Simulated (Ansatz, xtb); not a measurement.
# A geometry optimisation of ClFH3InSi with r2SCAN-D4/def2-SVP

The starting geometry of this gas-phase singlet has its atoms placed at random.

```xyz
7

Cl   -0.4605    0.1723    1.1000
F     0.1579   -1.9915    0.9643
In    2.0776   -0.1651    0.2920
Si   -0.0199    0.0929   -2.3157
H     0.8349    0.8179   -1.3260
H    -0.9424    0.0600   -0.8230
H    -1.0735    1.0932    0.6756
```

Task: One run relaxed it with r2SCAN-D4/def2-SVP. What is a likely outcome?

Result: It ends as a structure with H6 bridging H7 and Si4, given below by its coordinates. Distances that change by over a tenth: Cl1–H7 (1.18 → 1.92 Å), H6–H7 (1.82 → 0.86 Å). Contacts that close: F2–Si4 (3.89 → 1.70 Å).

The energy falls by 5.67 eV over 30 steps:

```json
{"step": "1", "E − E(last) (eV)": "5.666"}
{"step": "4", "E − E(last) (eV)": "2.545"}
{"step": "7", "E − E(last) (eV)": "2.139"}
{"step": "11", "E − E(last) (eV)": "0.852"}
{"step": "14", "E − E(last) (eV)": "0.415"}
{"step": "17", "E − E(last) (eV)": "0.249"}
{"step": "20", "E − E(last) (eV)": "0.062"}
{"step": "24", "E − E(last) (eV)": "0.009"}
{"step": "27", "E − E(last) (eV)": "0.002"}
{"step": "30", "E − E(last) (eV)": "0.000"}
```

Final geometry (Å):

```xyz
7

Cl   -0.4018    0.7780    1.7758
F     0.4006   -1.5347   -0.4461
In    1.8842   -0.1632    1.0580
Si   -0.0345   -0.4888   -1.7200
H     0.9659    0.6147   -1.2440
H    -1.2883    0.3547   -0.8166
H    -0.9520    0.5189   -0.0401
```

From the same start GFN2-xTB ends elsewhere, differing in Cl1–H7 (1.28 against 1.92 Å here), F2–In3 (2.32 against 2.52 Å here), F2–Si4 (2.39 against 1.70 Å here), In3–Si4 (2.85 against 3.39 Å here), H6–H7 (4.14 against 0.86 Å here).

From so rough a start the end depends on the optimiser's path, so another program may land elsewhere. The end wasn't checked by frequencies. Atoms past krypton carry core potentials, without spin–orbit terms. Run with Ansatz 0.2.0, 110 s on 1 thread of Intel(R) Xeon(R) Processor @ 2.70GHz, on a shared host.
